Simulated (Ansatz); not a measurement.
A structure relaxed at B3LYP-D4/def2-TZVPD in Ansatz, charge -1, singlet:

Cartesian coordinates in Å:
```
As 1.409 0.246 0.421
As -0.758 -1.272 -0.172
As -0.651 1.026 -0.249
```

**Question.** Give its formula and point group.

**Answer.** As3⁻ (the lowest singlet isomer of a short search). Point group C2v (tolerance 0.1 Å).

**Question.** Summarise the bond lengths by kind (pairs closer than 1.2 times the sum of covalent radii, bridged metal pairs left out).

**Answer.** 3 × As–As 2.30 to 2.71 Å.

The restricted singlet is unstable towards broken spin symmetry at other levels; at B3LYP-D4/def2-TZVPD this wasn't settled. The highest occupied level of the charge -1 singlet lies above zero (up to 0.45 eV). The electron is either unbound and held by the finite basis, or the level is raised by self-interaction error. At B3LYP-D4/def2-TZVPD a triplet of charge -1 lies 0.45 eV below the restricted singlet, each at its own geometry. The structure comes from a short search, and lower isomers may exist.
